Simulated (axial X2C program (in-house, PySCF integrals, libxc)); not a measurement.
# HfO: cheaper levels and CCSD(T), two-component

Calculated with an in-house all-electron X2C program for linear molecules (integrals from PySCF). Two-component (2c) means X2C with spin–orbit coupling and atomic mean-field two-electron Coulomb and Gaunt terms. Basis: Hf dyall-cv3z [13s14p9d7f4g], O dyall-av3z [7s6p3d2f] (cores contracted in-house); Gaussian nuclei, density fitting, unrestricted open shells. Masses: Hf 179.947 u, O 15.995 u.

State: Ω = 0 (closed shell); fragments Hf + O.

```
level  Re (Å)  ωe (cm⁻¹)
 PBE0   1.711     1010.7
   HF   1.706     1049.7
  MP2   1.737      954.6
 CCSD   1.726      994.0
 BLYP   1.741      946.2
```

Correlated methods: 18 electrons correlated (number of frozen shells: Hf 4 s, 3 p, 2 d, 1 f; O 1 s), 316 virtual spin orbitals or spinors in MP2, 110 natural virtuals in coupled cluster.

CCSD(T), same Hamiltonian and basis:

Re = 1.738 Å, ωe = 958.6 cm⁻¹; T1 = 0.026 (Lee–Taylor normalisation).

Give the differences from CCSD(T) in the columns below.



```
level  ΔRe (Å)  Δωe (cm⁻¹)
 PBE0   -0.027          52
   HF   -0.032          91
  MP2   -0.001          -4
 CCSD   -0.012          35
 BLYP    0.003         -12
```

One determinant describes the state; a PBE0 search over occupations chose it and may have missed a lower one. Closed shells are restricted here (equal orbitals for both partners); the stretched side of such a curve lies too high. De is not given where an atomic determinant may have missed its ground term or J level, or where the truncated virtual space spoils (T). Coupled cluster ran in a truncated set of natural virtual spinors; the MP2 energy of the rest was added. (T) has no such correction and the atoms are truncated less, which lowers De at CCSD(T) by a hundredth of an eV or more. The functionals have no current-density term, which raises determinants with orbital currents, atoms included. The T1 diagnostic is large, a sign of multireference character.
